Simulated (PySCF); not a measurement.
Compound: dimethyl(thiophen-2-yl)phosphine oxide, C6H9OPS.
Bonds: C1–P2, P2–C3, P2–O4 (double), P2–C5, C5–C6 (aromatic), C6–C7 (aromatic), C7–C8 (aromatic), C8–S9 (aromatic), C5–S9 (aromatic). Hydrogens: H10, H11, H12 on C1; H13, H14, H15 on C3; H16 on C6; H17 on C7; H18 on C8.

All values: wB97X-D/def2-SVPD (PySCF, non-relativistic), on one gas-phase PBE0-D3(BJ)/def2-SVP geometry that isn't relaxed in the solvent. The solvent is an IEF-PCM continuum (Bondi radii, 1.10 Å for H, scaled by 1.2). Only the electrostatic response of the medium enters.

Gas phase at wB97X-D/def2-SVPD: HOMO -9.05 eV, LUMO 0.62 eV, dipole 3.92 D.

**Question.** What does the continuum do to the energy, the frontier levels and the dipole at wB97X-D/def2-SVPD in chloroform and dimethylsulfoxide?

**Answer.** 
```json
{"solvent": "chloroform", "ε": "4.711", "E(solvent) − E(gas) (kcal/mol)": "-8.04", "polarisation term (kcal/mol)": "-9.19", "distortion of the solute (kcal/mol)": "1.15", "HOMO (eV)": "-8.97", "LUMO (eV)": "0.71", "dipole (D)": "5.03"}
{"solvent": "dimethylsulfoxide", "ε": "46.83", "E(solvent) − E(gas) (kcal/mol)": "-11.29", "polarisation term (kcal/mol)": "-13.72", "distortion of the solute (kcal/mol)": "2.43", "HOMO (eV)": "-8.96", "LUMO (eV)": "0.71", "dipole (D)": "5.59"}
```

The polarisation term is half the interaction of the solute with the surface charges that it induces; the rest is the cost of distorting the solute's density. The sum is the electrostatic part of solvation alone. From chloroform to dimethylsulfoxide the lowering changes by a factor 1.41, Onsager's factor (ε − 1)/(2ε + 1) by 1.36 and ε itself by 9.9.

**Question.** Which radius a makes the point-dipole formula ΔE = −[(ε − 1)/(2ε + 1)]·μ²/a³ give the value in dimethylsulfoxide, with the gas-phase dipole?

**Answer.** μ = 1.544 au and |ΔE| = 0.01800 Eh give a = 2.12 Å; the farthest nucleus lies 4.03 Å from the centroid of the nuclei, so such a sphere wouldn't even hold the nuclei. The formula assumes a rigid point dipole at the centre of a sphere.

**Question.** How does the static polarisability (wB97X-D/def2-SVPD, frozen core, with the continuum's full static response) change?

**Answer.** 
```
           medium  isotropic (au)  principal values (au)  ⟨r²⟩ of the electrons (bohr²)
              gas           112.1     87.7, 112.8, 135.7                         1634.1
       chloroform           142.2    110.1, 149.1, 167.6                         1633.2
dimethylsulfoxide           158.1    124.2, 168.9, 181.3                         1632.9
```

The isotropic value in dimethylsulfoxide is 1.41 times the gas-phase one; no cavity-field correction is applied. ⟨r²⟩ is taken about the centre of nuclear charge.

Shape of the structure used: `[CH3:1][P:2]([CH3:3])(=[O:4])[c:5]1[cH:6][cH:7][cH:8][s:9]1`: C1–P2–C5–C6 -125°.

wB97X-D is run here without its empirical dispersion term; that term would change no orbital, density or response property at a fixed geometry.
